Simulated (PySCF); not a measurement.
**AsS: energy against distance**

Set-up: As def2-SVP, S def2-SVP; no relativity (PySCF 2.14). Energies in eV from As + S in their ground configurations at the same level. State: ²Π (doublet), unpaired electrons π ↑.

All columns are PBE0. A positive dipole means As(−)S(+).

```csv
R (Å),E (eV),μ (D),Mulliken charge on As (basis-dependent),HOMO (eV),LUMO (eV),Mayer bond order,⟨S²⟩
1.742,-2.055,-0.41,0.07,-4.75,-2.77,2.32,0.75
1.823,-3.058,-0.68,0.10,-5.00,-3.03,2.31,0.75
1.903,-3.602,-0.94,0.13,-5.24,-3.28,2.29,0.75
1.964,-3.791,-1.13,0.14,-5.40,-3.45,2.29,0.75
2.025,-3.838,-1.31,0.16,-5.56,-3.62,2.28,0.76
2.086,-3.779,-1.49,0.17,-5.71,-3.77,2.27,0.76
2.167,-3.581,-1.70,0.18,-5.89,-3.97,2.24,0.78
2.268,-3.223,-1.82,0.18,-6.07,-4.11,2.07,0.95
2.389,-2.762,-1.84,0.17,-6.23,-4.08,1.74,1.23
2.551,-2.181,-1.91,0.16,-6.38,-3.95,1.40,1.50
```

A fit through these points gives, at Re = 2.019 Å, μ = -1.30 D and dμ/dR = -2.94 D/Å; the reduced mass is 22.41 u.

**Question.** How strong is the fundamental in the double-harmonic approximation, I = 42.26·(dμ/dR)²/μred km/mol?

**Answer.** I = 42.26·(-2.94)²/22.41 = 16.3 km/mol at PBE0.

⟨S²⟩ of the unrestricted solution departs from its pure value on part of the curve, where spin states mix. Spin–orbit coupling is left out. The state was picked by a PBE0 search and need not be the measured ground state.
